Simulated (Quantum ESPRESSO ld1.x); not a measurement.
Values are calculated unless marked as measured or tabulated.
Species: Sc. Configuration: [Ar] 3d0.5 4s2 4p0.5 (fractional occupations, a model configuration). Level of theory: scalar-relativistic Kohn-Sham, LDA (Slater exchange, VWN5 correlation), spin-polarised, spherical densities, point nucleus; open shells are filled with parallel spins first (ld1.x of Quantum ESPRESSO 7.5).

Unscreened Slater integrals over Kohn-Sham orbitals (hartree). They are taken over the spin-up orbitals.

F0(4p,4p): 0.19693
F2(4p,4p): 0.10217
F0(4p,4s): 0.22084
G1(4p,4s): 0.13757
F0(4p,3d): 0.25272
F2(4p,3d): 0.061582
G1(4p,3d): 0.033538
G3(4p,3d): 0.025376
F0(4p,3p): 0.26021
F2(4p,3p): 0.042405
G0(4p,3p): 0.010274
G2(4p,3p): 0.011704
F0(4s,4s): 0.25812
F0(4s,3d): 0.31849
G2(4s,3d): 0.055405
F0(4s,3p): 0.33270
G1(4s,3p): 0.021326
F0(3d,3d): 0.56532
F2(3d,3d): 0.25403
F4(3d,3d): 0.15665
F0(3d,3p): 0.65328
F2(3d,3p): 0.29936
G1(3d,3p): 0.37271
G3(3d,3p): 0.22234
F0(3p,3p): 0.78019
F2(3p,3p): 0.39041

Derived for the open shells (J is the average intra-shell exchange parameter used in DFT+U). 3d: Racah B = F2/49 - 5 F4/441 = 0.003408 hartree, C = 35 F4/441 = 0.01243 hartree, C/B = 3.65, F4/F2 = 0.617, J = (F2 + F4)/14 = 0.02933 hartree. 4p: J = F2/5 = 0.02043 hartree.
